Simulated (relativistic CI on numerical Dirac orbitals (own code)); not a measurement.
Exchange splitting of the 5s photoelectron line of Nd²⁺

Problem. Nd²⁺ ([Xe] 4f4) has the spin S = 2. The exchange integral with a hole in 5s, calculated from Dirac-KLI orbitals and scaled by 0.8, is G^3(4f,5s) = 3.304 eV, with l = 3 the orbital momentum of the open shell. Find the splitting and the intensity ratio of the 5s line.

Working.
1. The electron left in 5s couples its spin to S, giving S + ½ = 5/2 and S − ½ = 3/2.
2. Van Vleck's theorem gives ΔE = (2S + 1) G^l/(2l + 1) = 5 × 3.304/7 = 2.36 eV, with the high-spin state at lower binding energy.
3. The intensities follow the multiplicities, (2S + 2) : 2S = (S + 1) : S = 1.50.

Check. The full multiplet calculation with spin-orbit coupling puts the centres of the two groups of its strongest lines 2.35 eV apart. Covalency lowers the measured splitting somewhat.
